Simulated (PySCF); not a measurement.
Method used: delta-SCF UKS SCAN, pcX-2 on the ionised atom, pcseg-1 elsewhere, spin-free X2C in PySCF. Geometries: PBE0-D3(BJ)/def2-SVP; isolated species, one conformer each. Kα1 is taken as the energy difference of the 1s-hole and 2p3/2-hole states at the ground state's geometry. Spin–orbit and ligand-field terms were added within each 2p shell after the spin-free SCF.

| site | Si 2p3/2 (eV) |
| --- | --- |
| silicon in `[AsH2][SiH2]/C=N/[H]` | 106.60 |
| Si7 in `[N:1]#[C:2][C@@H:3]1[CH2:4][CH2:5][C@H:6]1[SiH2:7][O:8][SiH3:9]` | 107.40 |
| Si2 in `[F:1][SiH2:2][CH2:3][SiH3:4]` | 107.92 |
| Si6 in `[CH:1]#[C:2][Si@@H:3]1[CH2:4][CH2:5][Si@H:6]([NH:7][CH3:8])[O:9]1` | 106.90 |

Q: What are the Si 1s binding energies, and the Kα1 emission energies that follow?

A: 
```csv
site,bonded to,1s (eV),2p3/2 (eV),Kα1 = 1s − 2p3/2 (eV)
silicon in `[AsH2][SiH2]/C=N/[H]`,"C, 2 H and As",1846.34,106.60,1739.74
Si6 in `[CH:1]#[C:2][Si@@H:3]1[CH2:4][CH2:5][Si@H:6]([NH:7][CH3:8])[O:9]1`,"O, N, C and H",1846.90,106.90,1740.00
Si7 in `[N:1]#[C:2][C@@H:3]1[CH2:4][CH2:5][C@H:6]1[SiH2:7][O:8][SiH3:9]`,"O, C and 2 H",1847.33,107.40,1739.93
Si2 in `[F:1][SiH2:2][CH2:3][SiH3:4]`,"F, C and 2 H",1847.84,107.92,1739.92
```

Ranges: 1s 1.50 eV, 2p3/2 1.32 eV, Kα1 0.26 eV. A straight-line fit of 1s on 2p3/2 has slope 1.08.
